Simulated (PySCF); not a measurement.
# Electron correlation in Al+ (aluminium, charge +1)

[Ne] 3s2, closed-shell 1S. All numbers are calculated (PySCF 2.14, scalar relativity by spin-free X2C-1e, in cc-pVDZ-DK). Frozen: [Ne]; 2 electrons correlated.

Total MP2 correlation energy: -24.97 mhartree.

Same-spin part 0.00 and opposite-spin part -24.97 mhartree; SCS-MP2 scales them by 1/3 and 6/5 to -29.97 mhartree.

With two correlated electrons CCSD is exact within the correlated space (frozen core and kept virtual orbitals).

```tsv
level	correlation energy (mhartree)
CCSD	-38.40
```

Diagnostics: T1 = 0.0075, D1 = 0.0105, largest double amplitude 0.114.

Cost of the coupled-cluster step: 0.06 s of wall time on 1 thread of Neoverse-N1 (shared host), for 2 correlated electrons.
